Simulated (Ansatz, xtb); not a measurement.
# Loss of H2: InH2F → InF + H2

Species: InH2F `[F][InH2]`, singlet; InF, singlet; H2 (hydrogen), singlet. 

Shapes, held fixed at every level: PBE0-D4/def2-TZVP. Programs: Ansatz 0.2.0, xtb 6.7.1. The zero-point and thermal change to 298 K, harmonic and unscaled (PBE0-D4/def2-TZVP), is +0.2 kJ/mol.

Problem. Estimate ΔH(298 K) of this reaction.

Solution. The highest level, CCSD(T)/def2-TZVPP, gives ΔH(298 K) = -70.4 kJ/mol; the levels span -160.5 to -58.4. GFN2-xTB strays far from the other rows. The column of differences is taken from that level and isn't an error. No measured value is set beside it here. For atoms past krypton def2 sets carry core potentials with scalar relativity. Correlated rows may include outer-core shells of In, which these sets cover unevenly.

```
                level                    kind  ΔH(298 K) (kJ/mol)  less CCSD(T)/def2-TZVPP
             GFN2-xTB          semi-empirical              -160.5                    -90.1
          HF/def2-SVP            Hartree–Fock               -60.8                     +9.6
        HF/def2-TZVPP            Hartree–Fock               -62.8                     +7.6
  BHLYP-D4/def2-TZVPP           global hybrid               -73.7                     -3.3
r2SCAN0-D4/def2-TZVPP           global hybrid               -60.7                     +9.7
   wB97M-V/def2-TZVPP  range-separated hybrid               -64.4                     +6.0
    B2PLYP/def2-TZVPP           double hybrid               -87.5                    -17.1
         MP2/def2-SVP     perturbation theory               -58.4                    +12.0
   CCSD(T)/def2-TZVPP   coupled cluster or CI               -70.4                      0.0
```
